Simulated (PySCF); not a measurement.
Atoms are numbered as in `[CH2:1]=[CH:2][SiH2:3][O:4][C:5]1=[CH:6][CH2:7][CH2:8]1`. Each H is labelled by its parent atom. Ha(C1) is cis to Si3; Hb(C1) is trans to Si3.

- σ from GIAO-PBE0/pcSseg-1
- coordinates at the GFN2-xTB level
- code: PySCF 2.14
- equivalent nuclei averaged, isolated molecule, a single conformation, no relativistic terms

List the cross peaks expected in HSQC, COSY and HMBC spectra.

Answers



HSQC (one-bond C–H):
```csv
δH,δC
6.59 (H(C2)),142.6 (C2)
6.55 (Hb(C1)),143.5 (C1)
6.00 (Ha(C1)),143.5 (C1)
4.80 (H(C6)),109.5 (C6)
2.74 (H(C8)),33.8 (C8)
2.13 (H(C7)),20.7 (C7)
```

COSY cross peaks (H two or three bonds apart, from the bond graph; peaks can be absent where the dihedral angle is near 90°):
```csv
δH,δH
6.59 (H(C2)),6.55 (Hb(C1))
6.59 (H(C2)),6.00 (Ha(C1))
6.59 (H(C2)),5.33 (H(Si3))
6.55 (Hb(C1)),6.00 (Ha(C1))
4.80 (H(C6)),2.13 (H(C7))
2.74 (H(C8)),2.13 (H(C7))
```

HMBC (two and three bonds, from the bond graph):
```csv
δH,δC
6.59 (H(C2)),143.5 (C1)
6.55 (Hb(C1)),142.6 (C2)
6.00 (Ha(C1)),142.6 (C2)
5.33 (H(Si3)),"154.7 (C5), 143.5 (C1), 142.6 (C2)"
4.80 (H(C6)),"154.7 (C5), 33.8 (C8), 20.7 (C7)"
2.74 (H(C8)),"154.7 (C5), 109.5 (C6), 20.7 (C7)"
2.13 (H(C7)),"154.7 (C5), 109.5 (C6), 33.8 (C8)"
```

Referencing at the same level of theory: ¹H, ¹³C vs TMS.

Shifts are as computed. Against solution values, carbons near 30 ppm lie about +3 ppm off and those near 130 ppm about +5 ppm. Of 1211 compounds with measured shifts, 218 miss one by over three times the rms of a fit or turn the order of signals round; such compounds aren't used in these exercises.
